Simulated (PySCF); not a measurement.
**Gas-phase thermal properties of MoF6**

Computed with PySCF (xtb for GFN2) and rigid-rotor harmonic-oscillator thermochemistry at 1 bar. All species are closed-shell singlets. Mo: scalar-relativistic def2 core potential, no spin-orbit coupling. The harmonic model lacks anharmonicity and excited electronic states, which grow with temperature; levels with a mode under 35 cm⁻¹ are left out. Soft modes under 120 cm⁻¹ make the harmonic entropy rough for MoF6.

```
level           point group   σ  ZPE (kJ/mol)  S°298 (J/mol/K)  Cp298 (J/mol/K)  S°1000 (J/mol/K)  H1000 − H298 (kJ/mol)
--------------  -----------  --  ------------  ---------------  ---------------  ----------------  ---------------------
GFN2-xTB                 Oh  24          35.8            339.1            124.4             512.8                  102.7
PBE/def2-SVP             Oh  24          37.1            351.9            121.7             523.2                  101.4
PBE0/def2-TZVP           Oh  24          38.4            350.3            119.8             520.3                  100.8
```
σ: rotational symmetry number. Electronic degeneracy used: 1. Frequencies are unscaled.
